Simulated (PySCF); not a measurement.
Computed XPS line lists of a few unrelated compounds.

Theory: PySCF, delta-SCF UKS SCAN, pcX-2 on the ionised atom, pcseg-1 elsewhere, spin-free X2C. Geometries: PBE0-D3(BJ)/def2-SVP; isolated species, one conformer each.

Line lists (1s up to Mg, 2p3/2 beyond; areas count atoms within a level, one atom standing for each set equivalent by bonding):
1. B 1s: 195.20 eV; C 1s: 292.04 eV; N 1s: 406.33 eV
2. B 1s: 195.53 eV; N 1s: 404.22 eV; Si 2p3/2: 106.63 (area 1), 107.26 (area 2) eV; P 2p3/2: 135.54 eV
3. C 1s: 289.95 (area 1), 290.19 (area 1), 290.30 (area 1), 290.30 (area 1), 290.48 (area 1), 290.68 (area 1), 290.75 (area 1), 291.75 (area 1) eV; Cl 2p3/2: 206.11 eV

Structures:
A. `C[N+]1(C)[BH2-][H+][BH2-]1`
B. `[SiH3]PBN([SiH3])[SiH3]`
C. `C=Cc1cccc(Cl)c1`

Task: Which list belongs to which compound?

Result: 
- 1 = A: no other candidate has this set of levels. B 1s: 195.20 boron bonded to N and 3 H (×2); C 1s: 292.04 carbon bonded to N and 3 H (×2); N 1s: 406.33 nitrogen bonded to 2 B and 2 C.
- 2 = B: no other candidate has this set of levels. B 1s: 195.53 three-coordinate boron; N 1s: 404.22 nitrogen bridging silicon atoms; Si 2p3/2: 106.63 SiH3 silicon, 107.26 SiH3 silicon (×2); P 2p3/2: 135.54 three-coordinate phosphorus.
- 3 = C: no other candidate has this set of levels. C 1s: 289.95 terminal =CH2 carbon, 290.19 aromatic CH carbon, 290.30 aromatic CH carbon, 290.30 aromatic CH carbon, 290.48 aromatic CH carbon, 290.68 alkene CH carbon, 290.75 substituted aromatic carbon, 291.75 aromatic C–Cl carbon; Cl 2p3/2: 206.11 aryl chlorine.

The 2p values add to the ΔSCF energy of one spin-free hole a correction within the shell (spin–orbit coupling, ligand field). 6 of these hole states are spin-contaminated (⟨S²⟩ up to 0.95, against 0.75; counted from 0.85) and less certain.
